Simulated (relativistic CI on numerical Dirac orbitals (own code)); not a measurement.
# Forbidden transitions in Hf17+

Method of calculation: Dirac-Coulomb-Breit CI, KLI orbitals optimised for each configuration, model QED, unscaled Slater integrals (own radial code, finite nucleus).

Configuration list (outside the closed core [Ar] 3d10 4d10): 4s²4p⁶4f⁹, 4s²4p⁶4f⁸5s, 4s²4p⁶4f⁷5s², 4s²4p⁶4f⁸6s, 4s²4p⁵4f¹⁰, 4s4p⁶4f¹⁰, 4p⁶4f¹¹. Levels of other configurations are missing.

| λ vac (Å) | Lower | Upper | Type | A (s⁻¹) | gf | Branching (%) |
| --- | --- | --- | --- | --- | --- | --- |
| 1874.7 | 4s²4p⁶4f⁹ ⁶H°15/2 [1] | 4s²4p⁶4f⁹ ⁴M°15/2 [23] | M1 | 5.63e+01 | 4.74e-07 | 36.2 |
| 2085.5 | 4s²4p⁶4f⁹ ⁶H°15/2 [1] | 4s²4p⁶4f⁹ ⁴I°13/2 [19] | M1 | 3.01e+01 | 2.75e-07 | 15.1 |
| 2214.3 | 4s²4p⁶4f⁹ ⁶H°15/2 [1] | 4s²4p⁶4f⁹ ⁴K°17/2 [17] | M1 | 7.40e+00 | 9.79e-08 | 61.5 |
| 2282.6 | 4s²4p⁶4f⁹ ⁶H°13/2 [2] | 4s²4p⁶4f⁹ ⁴M°15/2 [23] | M1 | 1.07e+01 | 1.34e-07 | 6.9 |
| 2597.0 | 4s²4p⁶4f⁹ ⁶H°11/2 [3] | 4s²4p⁶4f⁹ ⁴I°11/2 [22] | M1 | 7.42e+01 | 9.00e-07 | 60.7 |
| 2603.0 | 4s²4p⁶4f⁹ ⁶H°13/2 [2] | 4s²4p⁶4f⁹ ⁴I°13/2 [19] | M1 | 1.09e+02 | 1.55e-06 | 54.5 |
| 2660.5 | 4s²4p⁶4f⁹ ⁶H°15/2 [1] | 4s²4p⁶4f⁹ ⁴I°15/2 [13] | M1 | 1.86e+02 | 3.16e-06 | 91.8 |
| 2880.3 | 4s²4p⁶4f⁹ ⁶F°9/2 [5] | 4s²4p⁶4f⁹ ⁴I°11/2 [22] | M1 | 1.24e+01 | 1.85e-07 | 10.2 |
| 2931.2 | 4s²4p⁶4f⁹ ⁶H°13/2 [2] | 4s²4p⁶4f⁹ ⁴G°11/2 [15] | M1 | 2.59e+02 | 4.00e-06 | 85.4 |
| 3000.2 | 4s²4p⁶4f⁹ ⁶H°11/2 [3] | 4s²4p⁶4f⁹ ⁴I°13/2 [19] | M1 | 2.45e+01 | 4.64e-07 | 12.3 |
| 3030.2 | 4s²4p⁶4f⁹ ⁶H°9/2 [6] | 4s²4p⁶4f⁹ ⁴I°11/2 [22] | M1 | 2.30e+01 | 3.80e-07 | 18.8 |
| 3338.2 | 4s²4p⁶4f⁹ ⁶H°9/2 [6] | 4s²4p⁶4f⁹ ⁴F°7/2 [20] | M1 | 4.17e+01 | 5.57e-07 | 25.8 |
| 3407.6 | 4s²4p⁶4f⁹ ⁶H°5/2 [9] | 4s²4p⁶4f⁹ ⁴P°5/2 [25] | M1 | 3.46e+01 | 3.62e-07 | 45.9 |
| 3564.5 | 4s²4p⁶4f⁹ ⁶H°13/2 [2] | 4s²4p⁶4f⁹ ⁴I°15/2 [13] | M1 | 1.67e+01 | 5.08e-07 | 8.2 |
| 3692.3 | 4s²4p⁶4f⁹ ⁶H°7/2 [7] | 4s²4p⁶4f⁹ ⁴F°7/2 [20] | M1 | 1.77e+01 | 2.89e-07 | 10.9 |
| 3897.7 | 4s²4p⁶4f⁹ ⁶F°11/2 [4] | 4s²4p⁶4f⁹ ⁴G°11/2 [15] | M1 | 1.36e+01 | 3.71e-07 | 4.5 |
| 4024.9 | 4s²4p⁶4f⁹ ⁶F°7/2 [8] | 4s²4p⁶4f⁹ ⁴F°7/2 [20] | M1 | 2.91e+01 | 5.66e-07 | 18.0 |
| 4250.8 | 4s²4p⁶4f⁹ ⁶H°9/2 [6] | 4s²4p⁶4f⁹ ⁴G°11/2 [15] | M1 | 2.80e+01 | 9.11e-07 | 9.3 |
| 4579.1 | 4s²4p⁶4f⁹ ⁶F°5/2 [10] | 4s²4p⁶4f⁹ ²P°3/2 [21] | M1 | 1.20e+02 | 1.51e-06 | 80.1 |
| 4601.1 | 4s²4p⁶4f⁹ ⁶F°11/2 [4] | 4s²4p⁶4f⁹ ⁴F°9/2 [14] | M1 | 1.68e+02 | 5.33e-06 | 74.1 |
| 5101.4 | 4s²4p⁶4f⁹ ⁶H°9/2 [6] | 4s²4p⁶4f⁹ ⁴F°9/2 [14] | M1 | 2.44e+01 | 9.52e-07 | 10.8 |
| 6347.3 | 4s²4p⁶4f⁹ ⁴I°15/2 [13] | 4s²4p⁶4f⁹ ⁴M°15/2 [23] | M1 | 8.09e+01 | 7.82e-06 | 52.0 |
| 8454.4 | 4s²4p⁶4f⁹ ⁴K°17/2 [17] | 4s²4p⁶4f⁹ ⁴M°17/2 [26] | M1 | 2.22e+01 | 4.28e-06 | 46.4 |
| 9649.9 | 4s²4p⁶4f⁹ ⁴I°15/2 [13] | 4s²4p⁶4f⁹ ⁴I°13/2 [19] | M1 | 3.13e+01 | 6.12e-06 | 15.6 |
| 9658.4 | 4s²4p⁶4f⁹ ⁴F°9/2 [14] | 4s²4p⁶4f⁹ ⁴F°7/2 [20] | M1 | 3.85e+01 | 4.31e-06 | 23.8 |
| 9734.2 | 4s²4p⁶4f⁹ ⁴M°19/2 [18] | 4s²4p⁶4f⁹ ⁴M°17/2 [26] | M1 | 2.19e+01 | 5.60e-06 | 45.7 |
| 10490.0 | 4s²4p⁶4f⁹ ⁶H°15/2 [1] | 4s²4p⁶4f⁹ ⁶H°13/2 [2] | M1 | 4.23e+01 | 9.78e-06 | 100.0 |
| 11821.6 | 4s²4p⁶4f⁹ ⁶H°13/2 [2] | 4s²4p⁶4f⁹ ⁶F°11/2 [4] | M1 | 1.00e+01 | 2.51e-06 | 97.1 |
| 18165.6 | 4s²4p⁶4f⁹ ⁶H°11/2 [3] | 4s²4p⁶4f⁹ ⁶H°9/2 [6] | M1 | 1.33e+01 | 6.56e-06 | 99.4 |
| 19663.4 | 4s²4p⁶4f⁹ ⁶H°13/2 [2] | 4s²4p⁶4f⁹ ⁶H°11/2 [3] | M1 | 8.84e+00 | 6.15e-06 | 100.0 |

Terms are leading LS components. Brackets give the number of a level in order of energy, since labels repeat. The list gives strong lines, with weight on those to low levels, among the lowest 200 of 2537 levels, so that lines to higher ones, which can be the strongest, are missing. Levels whose partners in the same complex of configurations lie outside the list can be far off, and so can their lines. Rates are taken at the computed energies, electric ones in the length gauge.

At this charge transitions that keep the count of f electrons are usually good to a few per cent. Terms inside the open d or f shell come out 10 to 20 % too wide with unscaled integrals. Levels that differ in their count of f electrons can be misplaced by several ten thousand cm⁻¹, since the correlation energy of f electrons is missing or only estimated; rates across such gaps can be off by orders of magnitude.

LS names give the leading component of a level, which can be under half, so a name can repeat, a term be missing and a line seem to break the LS rules.
